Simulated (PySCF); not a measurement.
Shapes and spin states of FeO₂⁻

Computed with PBE/[Fe def2-SVPD, O def2-SVPD], no relativity, density fitting, PySCF.

Relaxations began from a few typed shapes and spin states; open shells are unrestricted. The search is not exhaustive: other isomers or separated fragments can lie lower, and high-lying points may rest on an excited occupation.

(1) Which is the lowest minimum found?
A. sextet D∞h: Fe–O 1.721 Å (×2); O–Fe–O 180.0°
B. doublet D∞h: Fe–O 1.634 Å (×2); O–Fe–O 180.0°
C. doublet C2v: Fe–O 1.609 Å (×2); O–Fe–O 138.3°
D. quartet D∞h: Fe–O 1.677 Å (×2); O–Fe–O 180.0°
E. sextet C2v: Fe–O 1.709 Å (×2); O–Fe–O 142.0°
F. quartet C2v: Fe–O 1.634 Å (×2); O–Fe–O 125.2°
G. sextet C2v: Fe–O 1.883 Å (×2), O–O 1.471 Å; Fe–O–O 67.0° (×2), O–Fe–O 46.0°
H. doublet C2v: Fe–O 1.609 Å (×2); O–Fe–O 136.9°

Answers

(1) F. The others lie at 8.9 (doublet C2v), 9.2 (doublet C2v), 28.3 (doublet D∞h, a saddle point), 29.2 (sextet C2v), 30.2 (quartet D∞h, a saddle point), 51.0 (sextet D∞h, a saddle point), 296.8 (sextet C2v) kJ/mol above it.

For the lowest minimum: the highest occupied level lies above zero, a sign of self-interaction error or too small a basis; response properties are unreliable. With open d or f shells other occupations or spin states may lie lower. The lowest empty level of this anion is unbound, so it and the gap depend on the basis.

The electron or spin density has lower symmetry than the nuclear frame for the doublet C2v at 8.9 kJ/mol, doublet D∞h at 28.3 kJ/mol, quartet D∞h at 30.2 kJ/mol.
